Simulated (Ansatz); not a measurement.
```yaml
crystal:
  periodic: [false, false, false]
  atoms:
    - {symbol: C, position_ang: [-0.743404, 0.753069, -1.446055]}
    - {symbol: B, position_ang: [-0.847561, 0.147972, -0.013273]}
    - {symbol: B, position_ang: [0.471564, -0.172513, 0.962226]}
    - {symbol: N, position_ang: [1.291533, -1.272125, 1.140935]}
    - {symbol: Br, position_ang: [0.848352, 1.426550, 2.040098]}
    - {symbol: H, position_ang: [-0.919187, -0.103735, -2.118657]}
    - {symbol: H, position_ang: [-1.536398, 1.467332, -1.681129]}
    - {symbol: H, position_ang: [0.226314, 1.174005, -1.715608]}
    - {symbol: H, position_ang: [-1.948695, -0.060560, 0.425639]}
    - {symbol: H, position_ang: [2.057969, -1.286627, 1.793797]}
    - {symbol: H, position_ang: [1.164713, -2.130568, 0.632729]}
basis:
  gaussian: {orbitals: 6-31G}
hamiltonian: {xc: {name: CCSD(T)}}
output: {forces: true}
```

```sh
$ ansatz run in.yaml --threads 4 --pin off --events-out ev --progress --plain --max-ram 10444MiB
```

Shortened log:

```
Error: YAML parse error: error: line 17 column 19: hamiltonian.xc: no functional is named "CCSD(T)"; the names, which are not case-sensitive, are SVWN5, SPW92, PBE, PBE0, PBEsol, revPBE, revPBE0, RPBE, rPW86-PBE, HSE06, wPBEh, LC-wPBE, HISS, HF, BLYP, B3LYP, B3LYP5, BHLYP, CAM-B3LYP, r2SCAN, r2SCANh, r2SCAN0, r2SCAN50, m-r2SCAN, B97, wB97, wB97X, wB97X-V, B97M-V, wB97M-V, B2PLYP, B2GP-PLYP, PBE0-DH, PBE-QIDH
15 | basis:
16 |   gaussian: {orbitals: 6-31G}
17 | hamiltonian: {xc: {name: CCSD(T)}}
18 | output: {forces: true}
```

In this input the method's name isn't one that the program takes here. The input was rejected before any iteration.
